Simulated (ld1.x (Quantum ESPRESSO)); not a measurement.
## PBE PAW dataset for Cu (Z = 29), non-relativistic all-electron reference.

* Element: Cu (Z = 29)
* Generator: ld1.x (Quantum ESPRESSO) 7.5
* Type: PAW
* Functional: PBE
* Relativity: non-relativistic
* Frozen core: [Ne] 3s2
* Valence charge: 17
* Reference configuration: 3p6 3d10 4s0.75 4p0 (charge +0.25)
* Partial waves: 4s (bound): rcut 1.50, rcutus 1.80 bohr; 4s channel at 1.7 Ry: rcut 1.50, rcutus 1.80 bohr; 3p (bound): rcut 1.10, rcutus 1.50 bohr; 4p (bound, empty): rcut 1.10, rcutus 1.50 bohr; 3d (bound): rcut 1.30, rcutus 1.50 bohr; 3d channel at -0.1 Ry: rcut 1.30, rcutus 1.50 bohr; 4f channel at 0.35 Ry: rcut 1.75, rcutus 1.95 bohr; 4f channel at 2.85 Ry: rcut 1.75, rcutus 1.95 bohr
* Local potential: all-electron potential smoothed inside 1.60 bohr (lloc = -1)
* Core correction: Bessel-smoothed model core inside 1.45 bohr
* Augmentation charge: PSQ, inside the norm-conserving radii

All-electron outer shells of the reference configuration (PBE, non-relativistic, ld1.x):

```csv
shell,level (eV),outermost node (bohr),outermost maximum (bohr)
3s,-112.91,0.29,0.62
3p,-73.07,0.26,0.63
3d,-7.18,–,0.60
4s,-6.11,0.90,2.27
4p,-1.98,0.98,3.35
```

(1) Does the generator finish with these settings?

Answers

(1) No. ld1.x (Quantum ESPRESSO) 7.5 stopped with "new_paw_hamiltonian: negative rho": the pseudo-density turned negative during the self-consistent test, most likely because a state had been found with a wrong node count and its wave set to zero before. Before that it printed "Warning: n=1, l=0 expected 0 nodes, found 1".
